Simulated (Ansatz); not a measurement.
```yaml
crystal:
  periodic: [false, false, false]
  atoms:
    - {symbol: C, position_ang: [-0.023780, -0.709465, 0.262007]}
    - {symbol: N, position_ang: [-1.101333, -0.118601, 0.374659]}
    - {symbol: As, position_ang: [-0.000236, 0.606579, -1.145584]}
    - {symbol: H, position_ang: [0.467184, -1.532399, 0.776171]}
    - {symbol: H, position_ang: [0.708065, 1.680288, -0.308653]}
basis:
  gaussian: {orbitals: cc-pVTZ-PP, point_charges: [{charge: 2.00, position_ang: [3.640, -0.788, 0.928]}]}
hamiltonian: {xc: {name: wB97M-V}}
scf: {lower_state_search: light}
output: {forces: true}
```

```sh
$ ansatz run in.yaml --threads 2 --pin off --events-out ev --progress --plain --max-ram 4352MiB
```

It prints (some lines left out):

```
Functional definition: wB97M-V
Error: <dir> the basis set cc-pVTZ-PP has no functions for C
```

Something in this input is off. What?

The basis set is misnamed or doesn't suit the job. The input was rejected before any iteration.
